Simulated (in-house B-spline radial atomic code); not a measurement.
Values are calculated unless marked as measured or tabulated.
Softness against transferability: the 5s channel of Sn

Sn, [Kr] 4d10 5s2 5p2, non-relativistic LDA (VWN5), spherical and spin-unpolarised, from an all-electron radial atomic-structure program (B-spline basis) (atomic units). The all-electron 5s level is ε = -0.369349 hartree, its outermost node lies just inside 1.04 bohr and its outer maximum at 2.10 bohr.

Troullier-Martins pseudo-orbitals are made for several radii. The cutoffs (hartree) are the plane-wave energies beyond which the orbital holds less than the named kinetic energy per electron. The phase error is the difference, pseudo minus all-electron, of arctan(R P'/P) at R = 3.23 bohr for all radii, half a hartree below and above the level.

```json
{"r_c (bohr)": "1.57", "V_l(0) (hartree)": "-5.68", "cutoff for 10 mEh": "12.5", "for 1 mEh": "26.2", "for 0.1 mEh": "68.7", "phase error at ε − 0.5 (mrad)": "-1.3", "at ε + 0.5 (mrad)": "-14.6"}
{"r_c (bohr)": "1.82", "V_l(0) (hartree)": "0.63", "cutoff for 10 mEh": "3.92", "for 1 mEh": "11.9", "for 0.1 mEh": "25.3", "phase error at ε − 0.5 (mrad)": "-0.6", "at ε + 0.5 (mrad)": "-4.1"}
{"r_c (bohr)": "2.1", "V_l(0) (hartree)": "2.35", "cutoff for 10 mEh": "3.81", "for 1 mEh": "10.8", "for 0.1 mEh": "19.2", "phase error at ε − 0.5 (mrad)": "-0.5", "at ε + 0.5 (mrad)": "-3.0"}
{"r_c (bohr)": "2.37", "V_l(0) (hartree)": "1.52", "cutoff for 10 mEh": "3.59", "for 1 mEh": "9.86", "for 0.1 mEh": "17.8", "phase error at ε − 0.5 (mrad)": "-0.8", "at ε + 0.5 (mrad)": "-4.6"}
{"r_c (bohr)": "2.64", "V_l(0) (hartree)": "0.68", "cutoff for 10 mEh": "3.08", "for 1 mEh": "8.32", "for 0.1 mEh": "11.9", "phase error at ε − 0.5 (mrad)": "-1.6", "at ε + 0.5 (mrad)": "-9.7"}
{"r_c (bohr)": "2.93", "V_l(0) (hartree)": "0.13", "cutoff for 10 mEh": "2.6", "for 1 mEh": "6.48", "for 0.1 mEh": "9.33", "phase error at ε − 0.5 (mrad)": "-3.6", "at ε + 0.5 (mrad)": "-20.9"}
```

(1) Which radius needs the lowest cutoff for 0.1 mEh while both phase errors stay within 9.8 mrad?

(2) What does the larger radius buy, and what does it cost?

Answers

(1) The radii within that limit are 1.82, 2.1, 2.37, 2.64 bohr; of these r_c = 2.64 needs the least, 11.9 hartree, that is 23.8 Ry or 324 eV.

(2) From r_c = 1.57 to 2.93 bohr the cutoff for 1 mEh goes from 26.2 to 6.48 hartree, a factor of 4.04, against 3.48 for a pure 1/r_c² scaling, end to end; step by step it is 26.2, 11.9, 10.8, 9.86, 8.32, 6.48, and for 0.1 mEh 68.7, 25.3, 19.2, 17.8, 11.9, 9.33; the number of plane waves goes as the cutoff to the power 3/2, here a factor of 8.1. The larger of the two phase errors is least at r_c = 2.1 bohr, 3.0 mrad; it is 14.6 at the smallest radius and 20.9 at the largest. These errors test the reference atom alone. The smallest radius lies well inside the outer maximum, where the nodeless form must bend sharply to keep the norm, so it is both harder and scatters less well than the next. Large radii also let the cores of neighbours overlap, which an atom doesn't show.
